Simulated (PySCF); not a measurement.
## Curvature of the energy in the electron number along group 15, charge +1

Calculated with PySCF 2.14, in x2c-TZVPall, spin-free X2C: one orbital is emptied in steps, and each cell gives the departure of E from the straight line at half an electron, in eV (from a cubic fit). The exact functional gives zero.

```json
{"species": "N⁺", "orbital": "2p alpha", "LDA": "-2.04", "PBE": "-1.98", "r2SCAN": "-1.81", "PBE0": "-1.42", "BHandHLYP": "-0.86", "LC-wPBE": "-0.70", "wB97X": "-0.74", "UHF": "0.28"}
{"species": "P⁺", "orbital": "3p alpha", "LDA": "-1.23", "PBE": "-1.20", "r2SCAN": "-1.11", "PBE0": "-0.86", "BHandHLYP": "-0.55", "LC-wPBE": "-0.16", "wB97X": "-0.24", "UHF": "0.14"}
{"species": "As⁺", "orbital": "4p alpha", "LDA": "-1.15", "PBE": "-1.12", "r2SCAN": "-1.04", "PBE0": "-0.80", "BHandHLYP": "-0.53", "LC-wPBE": "-0.12", "wB97X": "-0.21", "UHF": "0.11"}
{"species": "Sb⁺", "orbital": "5p alpha", "LDA": "-1.01", "PBE": "-0.98", "r2SCAN": "-0.90", "PBE0": "-0.70", "BHandHLYP": "-0.47", "LC-wPBE": "-0.06", "wB97X": "-0.15", "UHF": "0.09"}
```

Q: How does the mean departure depend on the functional?

A: LDA -1.36 eV; PBE -1.32 eV; r2SCAN -1.21 eV; PBE0 -0.95 eV; BHandHLYP -0.60 eV; LC-wPBE -0.26 eV; wB97X -0.33 eV; UHF 0.15 eV. Semilocal functionals are convex (delocalisation error), Hartree-Fock is concave or straight, and exact exchange removes curvature roughly in proportion to its share, so among the functionals the range-separated hybrids usually come closest to zero.

No spin-orbit coupling is included.
